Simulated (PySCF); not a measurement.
## P⁻ (phosphorus, charge -1) across methods

[Ne] 3s2 3p4, high-spin 3P determinant. Computed with PySCF 2.14 in dyall-av3z (19s12p3d2f, 84 functions), with the spin-free X2C one-electron Hamiltonian (Gaussian nucleus).

| method | E (hartree) | mean ε 3s β (eV) | mean ε 3p α (eV) | mean ε 3p β (eV) | Σ⟨r²⟩ (bohr²) | ⟨S²⟩ |
| --- | --- | --- | --- | --- | --- | --- |
| LDA | -340.8565 | -5.969 | 0.570 | 1.692 | 53.08 | 2.012 |
| PBE | -341.9746 | -5.727 | 0.656 | 1.750 | 52.74 | 2.010 |
| TPSSh | -342.1428 | -6.144 | 0.288 | 1.444 | 50.62 | 2.010 |
| r2SCAN | -342.1014 | -5.682 | 0.400 | 1.666 | 51.41 | 2.021 |
| CAM-B3LYP | -342.1412 | -8.490 | -1.365 | -0.110 | 50.56 | 2.009 |
| B3LYP | -342.1529 | -6.866 | -0.027 | 1.094 | 51.93 | 2.011 |
| PBE0 | -341.9988 | -6.914 | -0.271 | 1.013 | 50.73 | 2.011 |
| UHF | -341.52455 | -9.644 | -2.854 | -0.646 | 50.02 | 2.029 |
| LC-wPBE | -342.0239 | -9.717 | -2.640 | -1.240 | 48.04 | 2.009 |

The outer electron is barely bound at this level, so radii and moments hang on the diffuse functions.

The highest occupied level is positive at LDA, PBE, TPSSh, r2SCAN, B3LYP, PBE0: only the finite basis holds that electron, which in a density functional comes from self-interaction.
